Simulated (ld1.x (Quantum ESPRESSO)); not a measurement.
# Before and after: TM potential for In

- Element: indium (In)
- Generator: ld1.x (Quantum ESPRESSO) 7.5
- Type: norm-conserving Troullier–Martins (Kleinman–Bylander form)
- Functional: PBEsol
- Relativity: scalar-relativistic
- Frozen core: [Kr] 4d10
- Valence charge: 3
- Reference configuration: 5s2 5p0 (charge +1)
- Partial waves: 5s (bound): rc 1.90 bohr; 5p (bound, empty): rc 2.45 bohr; 5d channel at 0.25 Ry: rc 2.60 bohr
- Local potential: the d channel
- Core correction: a·sin(br)/r model core, default radius (core density twice the valence density)

All-electron outer shells of the reference configuration (PBEsol, scalar-relativistic, ld1.x):

```tsv
shell	level (eV)	outermost node (bohr)	outermost maximum (bohr)
4d	-26.07	0.40	0.94
5s	-14.98	1.02	2.11
5p	-8.42	1.14	2.61
```

Change: core [Ar] 3d10 4s2, valence charge 19; reference 4p6 4d10 5s2 5p1; waves now 5s (bound): rc 2.30 bohr; 4p (bound): rc 0.85 bohr; 4d (bound): rc 1.70 bohr; 4f channel at 0.3 Ry: rc 1.80 bohr; local potential all-electron potential smoothed inside 0.65 bohr (lloc = -2); core correction none.

Cutoffs: the cutoffs (Ry, on a coarse ladder) from which the occupation-weighted sum of valence levels, in a spherical-Bessel basis at the reference potential, stays within 10 and 1 mRy of its value at 400 Ry; they do not see the model core or the augmentation charge, which bear on the density cutoff. Errors are all-electron minus pseudo energies relative to the spin-unpolarised reference configuration.

What does the change do?

The potential gets harder (12 Ry and 40 Ry → 180 Ry and 300 Ry); the bound ghosts move from p, s to s; the number of tests that count goes from 7 to 2. The added semicore shells are compact, so their waves need more plane waves. Several settings change at once here, so the effects cannot be laid on one of them.

| quantity | base | changed |
| --- | --- | --- |
| cutoff, loose | 12 Ry | 180 Ry |
| cutoff, tight | 40 Ry | 300 Ry |
| bound ghosts | s, p | s |
| largest miss of a reference level, eV | 0.00 | 0.07 |
| tests counted (converged, no solver errors) | 7 of 7 | 2 of 7 |

Changed file: Tests not counted: 4p6 4d10 5s2 5p0 (solver errors, printed error -17.7 eV); 4p6 4d10 5s1 5p0 (solver errors, printed error -4.9 eV); 4p5 4d10 5s2 5p1 (solver errors, printed error -2883 eV); 4p6 4d10 5s1 5p1 (solver errors, printed error -4.3 eV); 4p6 4d10 5s2 5p1.3 (solver errors, printed error -3974 eV). The 5p level has no wave, so the channel is fitted at the deeper level alone: the likely source of the large errors. A true bound ghost makes a file unfit for plane-wave use even where its test errors are small: the radial tests pick states by their node count and pass the ghost by. Where a test does run into it, the solver fails or the error is huge.
